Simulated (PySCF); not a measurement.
Si(Cl)(OH)(SH)2 (ClH₃OS₂Si), SMILES O[Si](Cl)(S)S.

Coordinates come from a B3LYP-D3(BJ)/def2-SVP optimisation. The structure was generated by enumeration, and PubChem lists no compound with its InChIKey, so it may never have been made. The values are those of a single conformer.

Two levels are set side by side: PBE/def2-TZVP (PySCF) and ωB97X/def2-TZVP (PySCF). Same geometry, gas phase. Differences are taken from unrounded values.

```json
[
 {"quantity": "orbital gap (eV)", "ωB97X": "12.40"},
 {"quantity": "highest occupied level (eV)", "ωB97X": "-10.28"},
 {"quantity": "lowest empty level (eV)", "ωB97X": "2.12"},
 {"quantity": "dipole moment (D)", "ωB97X": "1.79"},
 {"quantity": "mean polarisability (bohr³)", "ωB97X": "74.2"}
]
```

Q: What does PBE give, and how far is it from ωB97X? (An estimate is asked for; the answer gives what the named calculation found.)

A: 
| quantity | PBE | PBE minus ωB97X |
|---|---|---|
| orbital gap (eV) | 5.57 | -6.83 |
| highest occupied level (eV) | -6.62 | 3.66 |
| lowest empty level (eV) | -1.05 | -3.17 |
| dipole moment (D) | 1.71 | -0.08 |
| mean polarisability (bohr³) | 78.5 | 4.3 |

Without exact exchange PBE keeps part of each electron's self-repulsion, which lifts occupied levels and narrows the gap. Loosely held outer electrons make PBE densities more polarisable. Differences between two approximate levels are no errors against the true value.

Rough cost on one machine, each run with all the roots and properties that it gave: ωB97X against PBE within a factor of 2.
